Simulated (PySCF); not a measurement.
H$_{2}$Zn (SMILES [ZnH2]), singlet, geometry from GFN2-xTB (such geometries of metal compounds can be far from the true shape). Base run: HF/6-31G* (PySCF).

The PySCF input:
```python
from pyscf import gto, scf

mol = gto.Mole()
mol.atom = '''
    Zn    0.00000000    0.00000000    0.00000000
    H    -0.00000000   -0.00000000   -1.49925704
    H     0.00000000    0.00000000    1.49925704
'''
mol.basis = '6-31g*'
mol.verbose = 3
mol.build()

mf = scf.RHF(mol)
mf.kernel()
```

Each row names what was changed in the base input (with any setting that the change needs).

```tsv
change	ΔE vs base (mEh)	fitting functions	outcome
base	0.000	-	converged
auxbasis = def2-tzvp-ri	-2016.9	215	converged
auxbasis = autoaux	0.023	399	converged
auxbasis = cc-pvdz-jkfit	-	-	stopped with an error
only_dfj = on; auxbasis = def2-universal-jfit	-0.208	111	converged
auxbasis = even-tempered beta=3.0	-17.399	239	converged
auxbasis = def2-svp-ri	-3723.4	171	converged
exchange = seminumerical (SGX) (with mf = sgx.sgx_fit(mf, auxbasis='def2-universal-jfit'); with mf.with_df.dfj = True)	-0.235	111	converged
auxbasis = default (with mf = mf.density_fit())	-0.044	396	converged
auxbasis = cc-pvtz-ri	-	-	stopped with an error
```

A fitting set is made for a task (jfit for Coulomb, jkfit for Coulomb and exchange, ri for correlation) and for a family of orbital bases.

- auxbasis = cc-pvdz-jkfit: ended with `pyscf.lib.exceptions.BasisNotFoundError: Basis set not found for Zn in cc-pvdz-jkfit`
- auxbasis = cc-pvtz-ri: ended with `pyscf.lib.exceptions.BasisNotFoundError: Basis set not found for Zn in cc-pvtz-ri`
